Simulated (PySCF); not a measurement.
Core binding energy against partial charge

C7H10O2.
Numbering: `[CH2:1]=[CH:2][C:3](=[CH2:4])[C@H:5]([CH:6]=[O:7])[O:8][CH3:9]`

Binding energies: delta-SCF UKS SCAN, pcX-2 on the ionised atom, pcseg-1 elsewhere, spin-free X2C in PySCF 2.14.0. Charges: PBE0/pcSseg-1 ground-state density, for the ionised atom.

```json
{"atom": "C4", "environment": "terminal =CH2 carbon", "C 1s (eV)": "289.89", "Mulliken (e)": "-0.048", "IAO (e)": "-0.309", "Hirshfeld (e)": "-0.095", "ESP (e)": "-0.486"}
{"atom": "C1", "environment": "terminal =CH2 carbon", "C 1s (eV)": "289.98", "Mulliken (e)": "-0.142", "IAO (e)": "-0.302", "Hirshfeld (e)": "-0.092", "ESP (e)": "-0.368"}
{"atom": "C2", "environment": "alkene CH carbon", "C 1s (eV)": "290.69", "Mulliken (e)": "-0.123", "IAO (e)": "-0.147", "Hirshfeld (e)": "-0.052", "ESP (e)": "-0.232"}
{"atom": "C3", "environment": "fully substituted alkene carbon", "C 1s (eV)": "290.83", "Mulliken (e)": "-0.362", "IAO (e)": "-0.011", "Hirshfeld (e)": "-0.005", "ESP (e)": "+0.118"}
{"atom": "C5", "environment": "sp3 carbon bound to oxygen", "C 1s (eV)": "292.43", "Mulliken (e)": "+0.086", "IAO (e)": "+0.033", "Hirshfeld (e)": "+0.035", "ESP (e)": "+0.230"}
{"atom": "C9", "environment": "methoxy carbon", "C 1s (eV)": "292.44", "Mulliken (e)": "-0.038", "IAO (e)": "-0.198", "Hirshfeld (e)": "-0.037", "ESP (e)": "-0.155"}
```

Give the correlation coefficient and slope of binding energy on charge for each scheme.

Hirshfeld: r = 0.78, slope 17.5 eV per e; ESP: r = 0.70, slope 2.9 eV per e; IAO: r = 0.61, slope 4.9 eV per e; Mulliken: r = 0.46, slope 3.5 eV per e. Hirshfeld charges have the highest r, on only 6 points.

The point-charge model writes a binding energy as kq + V + constant, with V the potential of the other atoms' charges at the site. What does it give with the ESP charges?

V = Σ 14.40 eV Å × q/r over all other atoms: +6.30 eV at C4, +3.78 eV at C1, +1.52 eV at C2, -2.81 eV at C3, -1.83 eV at C5, +1.85 eV at C9. Fitting binding energy − V to q gives k = 14.7 eV per e and leaves an rms residual of 0.79 eV, against 0.74 eV for the fit on q alone. The model has no term for differences in relaxation between sites.

Spin contamination (⟨S²⟩ against 0.75 for a pure doublet) is marked for C 1s of C2 (0.89) and C 1s of C3 (0.92), which makes these values less certain. Isolated species at its PBE0-D3(BJ)/def2-SVP geometry (one conformer only).

The values belong to the conformer `[CH2:1]=[CH:2][C:3](=[CH2:4])[C@H:5]([CH:6]=[O:7])[O:8][CH3:9]`: C1–C2–C3–C4 -171°, C2–C3–C5–C6 -83°, C3–C5–C6–O7 85°, C3–C5–O8–C9 -80°.
